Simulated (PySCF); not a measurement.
SiRu: energy against distance

Set-up: PySCF, scalar-relativistic core potentials, basis sets Si def2-TZVPP, Ru def2-TZVPP with ECP28. Energies in eV from Si + Ru (4d7 5s1) in their ground configurations at the same level. State: ³Δ (triplet), unpaired electrons σ ↑, δ ↑.

| R (Å) | LC-ωPBE | r²SCAN |
| --- | --- | --- |
| 1.793 | -1.946 | -2.684 |
| 1.877 | -2.634 | -3.474 |
| 1.960 | -2.968 | -3.906 |
| 2.022 | -3.057 | -4.058 |
| 2.085 | -3.053 | -4.102 |
| 2.147 | -2.989 | -4.067 |
| 2.231 | -2.838 | -3.934 |
| 2.335 | -2.580 | -3.685 |
| 2.460 | -2.211 | -3.325 |
| 2.627 | -1.697 | -2.814 |

Problem. Put a parabola through the three lowest points of the r²SCAN curve and estimate Re, k and ωe (reduced mass 21.95 u; 1 eV/Å² = 0.16022 mdyn/Å; ωe = 1302.8·√(k/μ) cm⁻¹).

Solution. Through R = 2.022, 2.085, 2.147 Å the second-order coefficient is 10.1 eV/Å², so Re ≈ 2.088 Å, k ≈ 3.24 mdyn/Å and ωe ≈ 500 cm⁻¹. A polynomial fit of higher order to the unrounded r²SCAN energies gives Re = 2.085 Å, k = 3.24 mdyn/Å, ωe = 500 cm⁻¹; anharmonicity and rounding make the difference.

The higher-order fit for each curve: r²SCAN: Re = 2.085 Å, ωe = 500 cm⁻¹, De = 4.10 eV. LC-ωPBE gave no clean fit.

The metal atom is held in its measured ground configuration; semilocal functionals can put another filling of s and d lower by some tenths of an eV, and De to that atom would be smaller. ⟨S²⟩ of the unrestricted solution departs from its pure value on part of the curve, where spin states mix. These are scalar-relativistic numbers at best; spin–orbit coupling would shift them, the dissociation energy most. With d or f electrons several states lie close, and the lowest PBE0 determinant need not be the measured ground state.
